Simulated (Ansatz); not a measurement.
**Ligand exchange: SiH(OH)2(SiH3) + C2H8Si2 → Si3H8O2 + C2H6Si**

Species: SiH(OH)2(SiH3), singlet; C2H8Si2 `C=C[SiH2][SiH3]`, singlet; Si3H8O2 `O[SiH]([SiH3])O[SiH3]`, singlet; C2H6Si (vinylsilane) `C=C[SiH3]`, singlet. The partners trade H for SiH3: O–H and Si–SiH3 bonds give way to O–SiH3 and Si–H.

Shapes, held fixed at every level: PBE0-D4/def2-TZVP. Flexible molecules stand in one conformer, not always the lowest. Programs: Ansatz 0.2.0. The zero-point and thermal change to 298 K, harmonic and unscaled (PBE0-D4/def2-TZVP), is -3.2 kJ/mol.

(1) Estimate ΔH(298 K) of this reaction.

Answers

(1) The highest level, CCSD(T)/CBS estimate, gives ΔH(298 K) = -103.0 kJ/mol; the levels span -106.1 to -99.2. The column of differences is taken from that level and isn't an error. No measured value is set beside it here. The CBS estimate extrapolates MP2 from def2-TZVPP and def2-QZVPP and adds CCSD(T) − MP2 in the triple-zeta set, cores frozen.

| level | kind | ΔH(298 K) (kJ/mol) | less CCSD(T)/CBS estimate |
| --- | --- | --- | --- |
| B3LYP-D4/def2-TZVPP | global hybrid | -103.8 | -0.8 |
| r2SCAN0-D4/def2-TZVPP | global hybrid | -99.2 | +3.8 |
| wB97X-V/def2-TZVPP | range-separated hybrid | -100.4 | +2.6 |
| MP2/def2-SVP | perturbation theory | -103.3 | -0.3 |
| CCSD/def2-SVP | coupled cluster or CI | -100.8 | +2.2 |
| CCSD(T)/def2-TZVPP | coupled cluster or CI | -102.6 | +0.4 |
| CCSD/def2-TZVPP | coupled cluster or CI | -106.1 | -3.1 |
| CCSD(T)/CBS estimate | coupled cluster or CI | -103.0 | 0.0 |
